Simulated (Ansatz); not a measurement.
Species: C2H3F2, charge -1, multiplicity 1. It need not be the lowest isomer of its formula. Whether it binds its extra electron was not tested at this geometry. 
Geometry from a B3LYP-D3(BJ)/def2-TZVP (Ansatz, a first-principles code) optimisation:
SMILES: C[C-](F)F
```xyz
7

C     -1.3224    -0.1198    -0.0821
C      0.1225     0.0167    -0.5541
F      0.7838    -1.0618     0.1967
F      0.5791     1.1820     0.2193
H     -1.4062    -0.1386     1.0222
H     -1.7496    -1.0442    -0.4832
H     -1.9106     0.7198    -0.4654
```
Charge -1, spin multiplicity 1.

Total electronic energies in hartree. Valence correlation only, unless marked. Spin-orbit coupling is left out. Non-relativistic. Basis-set limits of correlation are two-point, X^-3; Hartree-Fock from the larger set. [CCSD(T)-MP2]/basis is that difference in the basis named.

| level | program | energy (Eh) |
|---|---|---|
| HF/cc-pwCVTZ | Ansatz | -276.38260 |
| RI-HF/aug-cc-pVTZ | Ansatz | -276.39385 |
| PBE-D3(BJ)/def2-TZVPD | Ansatz + dftd3 | -277.50015 |
| r2SCAN-D3(BJ)/def2-TZVPD | Ansatz + dftd3 | -277.65488 |
| B3LYP/def2-TZVPD | Ansatz | -277.79353 |
| PBE0-D4/def2-TZVPD | Ansatz + dftd4 | -277.49863 |
| PBE0/def2-TZVPD | Ansatz | -277.49557 |
| HSE06-D4/def2-TZVPD | Ansatz + dftd4 | -277.48566 |
| CAM-B3LYP/def2-TZVPD | Ansatz | -277.70148 |
| B2GP-PLYP-D4/def2-TZVPD | Ansatz + dftd4 | -277.55852 |
| MP2/aug-cc-pVDZ | Ansatz | -277.04088 |
| RI-MP2/aug-cc-pVTZ | Ansatz | -277.27650 |
| SCS-MP2/6-31G* | Ansatz | -276.84791 |
| SCS-MP2/cc-pVQZ | Ansatz | -277.32694 |
| CCSD/STO-3G | Ansatz | -272.54870 |
| CCSD/cc-pVQZ | Ansatz | -277.34688 |
| CCSD/cc-pV5Z | Ansatz | -277.37908 |
| CCSD(T)/6-31G* | Ansatz | -276.90639 |
| CCSD(T)/aug-cc-pVDZ | Ansatz | -277.09103 |
| CCSD(T)/aug-cc-pVQZ | Ansatz | -277.39996 |
| CCSD(T) with core electrons/cc-pwCVTZ | Ansatz | -277.51152 |
| RI-MP2/CBS(aug-cc-pVTZ,aug-cc-pVQZ)+[CCSD(T)-MP2]/aug-cc-pVDZ | Ansatz | -277.4476 |
| CCSD(T)/CBS(aug-cc-pVTZ,aug-cc-pVQZ) | Ansatz | -277.4397 |

Totals of different functionals don't rank their quality; only differences between species are comparable.
